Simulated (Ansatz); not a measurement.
Reaction (ligand exchange at a Ge–C bond): `[F][GeH2][CH2][SiH3]` + `O[SiH3]` → `[F][GeH2][O][SiH3]` + `C[SiH3]`

Isolated molecules relaxed with PBE0-D4/def2-TZVP in Ansatz; ΔE leaves out vibrations. CBS: MP2 limit from def2 TZ/QZ plus the TZ coupled-cluster correction, frozen cores. This one scheme is used for every species. DFT in def2-TZVPP. B3LYP here is the variant with VWN-RPA as its local correlation; programs differ in this. For Ge outer-core shells are correlated without core-valence functions, which leaves a few kJ/mol of doubt a bond. Scalar relativity is left out up to krypton. One conformer a species, not always the lowest.

Is it downhill or uphill in electronic energy at CCSD(T)/CBS, and by how much? (An estimate is asked.)

Computed: Downhill: ΔE = -54.6 kJ/mol.

What do these levels give: r2SCAN-D4, B3LYP-D4, ωB97M-V, B2PLYP, HF/def2-QZVPP, SCS-MP2/def2-QZVPP? (Estimate.)

The calculation gave: r2SCAN-D4 -59.2, B3LYP-D4 -61.4, ωB97M-V -57.1, B2PLYP -63.5, HF/def2-QZVPP -79.8, SCS-MP2/def2-QZVPP -61.6 kJ/mol.

Largest T1 diagnostic among the species: 0.012.

In def2-TZVPP, CCSD(T) changes the Hartree–Fock value by +19.2 kJ/mol (the triples alone add +1.7 kJ/mol) and MP2 by +20.1 kJ/mol.
